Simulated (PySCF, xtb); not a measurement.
Stretching the Si4–C2 bond in C3H10O3Si (SMILES CC(C)[Si](O)(O)O) (multiplicity 1 held, fragments rigid). Energies count from the point at 1.867 Å.
Geometry at that point (charge 0, multiplicity 1):
| atom | x (Å) | y (Å) | z (Å) |
|---|---|---|---|
| C | -1.1774 | 1.7408 | -0.8057 |
| C | -1.1831 | 0.3429 | -0.1703 |
| C | -1.8360 | -0.6840 | -1.1067 |
| Si | 0.5268 | -0.1880 | 0.3602 |
| O | 1.4081 | -0.2585 | -1.0339 |
| O | 1.2031 | 0.8245 | 1.4641 |
| O | 0.5374 | -1.6211 | 1.1648 |
| H | -0.5693 | 1.7571 | -1.7125 |
| H | -0.7836 | 2.4980 | -0.1234 |
| H | -2.1904 | 2.0477 | -1.0797 |
| H | -1.7744 | 0.3890 | 0.7519 |
| H | -2.8485 | -0.3737 | -1.3790 |
| H | -1.2632 | -0.7929 | -2.0300 |
| H | -1.9137 | -1.6694 | -0.6411 |
| H | 2.3327 | -0.5111 | -0.9644 |
| H | 1.3603 | 1.7313 | 1.1931 |
| H | 0.2649 | -2.4019 | 0.6785 |

U- levels take the lowest unrestricted solution at each point, which mixes spins at long bonds. Left out are points that failed, MP2 points in a non-variational dive below the minimum, coupled-cluster points behind a sign of a changed root (a jump of the amplitudes, or a one-step jump against full CI or MRCI), small-basis points behind a change of solution, and semi-empirical points at long bonds. Curves can end on different states.

Rows in 3-21G, 6-31G* carry no dispersion term and start afresh at each structure (6-31G* with six Cartesian d functions). MP2/6-31G* freezes PySCF's default core.

Run with PySCF for 3-21G rows, 6-31G* rows; xtb for the GFN methods. Each number belongs to the level named beside it. The GFN methods have no spin term and hold the electronic entropy of 300 K.

Energies in eV.

| R (Å) | GFN2-xTB | R-HF/3-21G | U-B3LYP/6-31G* | R-MP2/6-31G* |
|---|---|---|---|---|
| 1.494 | 4.51 | 2.95 | 2.59 | 2.59 |
| 1.681 | 0.82 | 0.58 | 0.50 | 0.47 |
| 1.867 | 0.00 | 0.00 | 0.00 | 0.00 |
| 2.054 | 0.15 | 0.28 | 0.21 | (withheld) |
| 2.241 | 0.62 | 0.93 | 0.70 | 0.83 |
| 2.521 | 1.46 | 2.13 | 1.59 | 1.82 |
| 2.801 | 2.29 | 3.30 | 2.44 | 2.75 |
| 3.268 | 3.38 | 4.94 | 3.49 | 3.96 |
| 3.735 | 4.05 | 6.21 | 3.90 | 4.74 |
| 4.295 | 4.43 | 7.34 | 4.05 | 5.18 |
| 5.042 | 4.56 | 8.29 | left out | (withheld) |

Question: Fill in the missing entries.

Answer: 
- 5.042, R-MP2/6-31G*: 5.06
- 2.054, R-MP2/6-31G*: 0.26

Doubts at one or more of the structures used: a restricted determinant that unrestricted orbitals would lower (R-HF/3-21G, R-MP2/6-31G*); a spin-contaminated determinant (U-B3LYP/6-31G*).
